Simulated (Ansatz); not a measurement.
Reaction (formal exchange of groups at a C–F bond): `FC[SiH](F)Cl` + BH₃ → `BC[SiH](F)Cl` + H–F

Program: Ansatz. Geometries: PBE0-D4/def2-TZVP. ΔE: electronic, gas phase. CBS: MP2 limit from def2 TZ/QZ plus the TZ coupled-cluster correction, frozen cores. This one scheme is used for every species. Functionals use def2-TZVPP. One conformer a species, not always the lowest.

| level | ΔE (kJ/mol) |
| --- | --- |
| B2PLYP | -137.6 |
| CCSD/CBS(def2) | -148.2 |

(1) What does CCSD(T)/CBS give? (An estimate is asked.)

Largest T1 diagnostic among the species: 0.011.

## Answers

(1) The calculation gave: -151.4 kJ/mol. The listed levels differ from it by 13.8, 3.2 kJ/mol.

In def2-TZVPP, CCSD(T) changes the Hartree–Fock value by −30.6 kJ/mol (the triples alone add −3.2 kJ/mol) and MP2 by −42.9 kJ/mol. The D4 term adds −6.9 kJ/mol with B3LYP and −3.8 kJ/mol with PBE0; it sums over pairs of atoms, weighted by their polarisabilities, and B3LYP, whose exchange is more repulsive, gets the larger term.

B3LYP here is the variant with VWN-RPA as its local correlation; programs differ in this.
